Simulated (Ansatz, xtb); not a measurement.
## C5H7FO2: which of two isomers lies lower

Structure X is `C[C@@H]1CC(=O)[C@H](F)O1`, a singlet and structure Y is `C[C@@H]1CC(=O)[C@@H](F)O1`, a singlet. Both are isolated molecules in the gas phase, relaxed with r2SCAN-D4/def2-SVP; the shapes shown needn't be the lowest conformers.

X (Å):

```xyz
15

C    -0.2964    1.2500   -0.6159
C    -0.1278   -0.1592   -1.1539
C    -0.8844   -1.2282   -0.3630
C     0.1783   -1.8288    0.5472
C     1.5105   -1.1769    0.1255
F     1.8139   -0.2401    1.1158
O     0.0355   -2.6478    1.4149
O     1.2691   -0.5785   -1.0760
H    -0.0814    1.2847    0.4627
H    -1.3264    1.6019   -0.7843
H     0.3957    1.9351   -1.1267
H    -0.3674   -0.1892   -2.2275
H    -1.7333   -0.8545    0.2295
H    -1.2641   -2.0352   -1.0127
H     2.3642   -1.8686    0.0502
```

Y (Å):

```tsv
atom	x (Å)	y (Å)	z (Å)
C	1.6585	1.0507	0.5959
C	0.5893	0.6896	-0.4033
C	-0.6933	1.5193	-0.3585
C	-1.7851	0.5031	-0.6645
C	-1.0699	-0.8631	-0.7157
F	-0.9088	-1.1595	-2.0675
O	-2.9600	0.6963	-0.8270
O	0.1373	-0.6640	-0.1090
H	2.0476	2.0601	0.3939
H	1.2501	1.0258	1.6184
H	2.4932	0.3369	0.5372
H	1.0023	0.6881	-1.4291
H	-0.7334	2.3642	-1.0620
H	-0.8745	1.9182	0.6560
H	-1.6100	-1.6974	-0.2423
```

Energies in hartree; the thermal terms are from GFN2-xTB frequencies at re-optimised GFN2-xTB minima (ideal gas, soft modes damped towards free rotors, one conformer each, 298.15 K, 1 atm) and include the zero-point energy:

|  | X | Y |
| --- | --- | --- |
| E, CCSD(T)/def2-SVP | −443.538097 | −443.538964 |
| E, MP2/def2-SVP | −443.445037 | −443.445946 |
| E, MP2/def2-TZVPP | −444.278092 | −444.279690 |
| zero-point energy | 0.114252 | 0.114038 |
| H(298 K) − E | 0.122750 | 0.122653 |
| G(298 K) − E | 0.082147 | 0.081661 |

Correct the CCSD(T) difference for the basis set by the MP2 change, then work out ΔE, ΔE₀, ΔH and ΔG for X → Y in kJ/mol (1 Eh = 2625.50 kJ/mol) and the equilibrium ratio [Y]/[X].

1. Differences Y − X: CCSD(T) −0.000867, MP2 in the small set −0.000909, MP2 in the large set −0.001598 Eh.
2. ΔE = −0.000867 + (−0.001598 − (−0.000909)) = −0.001556 Eh = −4.09 kJ/mol.
3. ΔE₀ = ΔE + ΔZPE = −0.001556 + (−0.000214) Eh = −4.65 kJ/mol.
4. ΔH = ΔE + (−0.000097) Eh = −4.34 kJ/mol.
5. ΔG = ΔE + (−0.000486) Eh = −5.36 kJ/mol, so ΔS = (ΔH − ΔG)/T = +3.4 J/(mol K).
6. kT = 0.9442 mEh, so K = [Y]/[X] = exp(−ΔG/kT) = exp(+2.16) ≈ 8.7.

The sums favour Y, but ΔE leans on the basis-set step (CCSD(T) alone has the other sign or is under 1 kcal/mol), so the order isn't settled. An error of 4 kJ/mol in ΔG would change K by a factor of 5. Mirror images and further conformers aren't counted.

As drawn, both hold the same kinds of bond in the same numbers.

Other levels gave ΔE = +1.9 (GFN2-xTB); −1.2 (HF/STO-3G, GFN2-xTB geometries); −1.0 (r2SCAN-D4/def2-SVP//GFN2-xTB); −1.5 (r2SCAN-D4/def2-SVP); −4.7 (HF/def2-SVP); −2.4 (MP2/def2-SVP); −2.3 (CCSD(T)/def2-SVP) kJ/mol. The correlated steps freeze 8 core orbitals. Programs: Ansatz 0.2.0, xtb 6.7.1.
